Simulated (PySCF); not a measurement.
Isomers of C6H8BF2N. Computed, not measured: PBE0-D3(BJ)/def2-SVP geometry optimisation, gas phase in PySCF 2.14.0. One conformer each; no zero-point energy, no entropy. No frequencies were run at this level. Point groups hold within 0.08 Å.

Question: Rank from lowest to highest electronic energy at this level (kcal/mol).
A. `[F:1][CH:2]([F:3])[BH2-:4][n+:5]1[cH:6][cH:7][cH:8][cH:9][cH:10]1` with F1–C2–B4–N5 -58°, C2–B4–N5–C6 -86°
B. `[CH2:1]=[N:2][C@:3]12[CH2:4][C@:5]([B:6]([F:7])[F:8])([CH2:9]1)[CH2:10]2` with C1–N2–C3–C4 0°, C4–C5–B6–F7 -74°

Answer: B (0.0), A (13.6).

As drawn, the lower has a four-membered ring and a B–F bond, which the higher lacks; the higher has two fluorines on one carbon and a B–N bond, which the lower lacks.

| SMILES | E (Eh) | E rel (kcal/mol) | dipole (D) | point group | A, B, C (MHz) |
| --- | --- | --- | --- | --- | --- |
| C=N[C@]12C[C@](B(F)F)(C1)C2 | -511.84707 | 0.0 | 1.84 | C1 | 3580, 721.1, 684.5 |
| FC(F)[BH2-][n+]1ccccc1 | -511.82536 | 13.6 | 5.80 | Cs | 2506, 948.8, 848.1 |

Q: How do the relative energies change in single points at PBE0/pcSseg-1 (no added dispersion term) on the same geometries?

A: 
```json
{"SMILES": "C=N[C@]12C[C@](B(F)F)(C1)C2", "PBE0-D3(BJ)/def2-SVP (kcal/mol)": "0.0", "PBE0/pcSseg-1 (kcal/mol)": "0.0", "shift": "0.0"}
{"SMILES": "FC(F)[BH2-][n+]1ccccc1", "PBE0-D3(BJ)/def2-SVP (kcal/mol)": "13.6", "PBE0/pcSseg-1 (kcal/mol)": "13.3", "shift": "-0.3"}
```

Each column counts from its own lowest isomer. The order is unchanged; the largest shift is 0.3 kcal/mol.

Q: As an exercise, what shares would exp(−E/RT) give at 2000 K from these electronic energies alone (no entropy, no degeneracies)?

A: RT = 3.974 kcal/mol: C=N[C@]12C[C@](B(F)F)(C1)C2 96.9 %, FC(F)[BH2-][n+]1ccccc1 3.1 %.
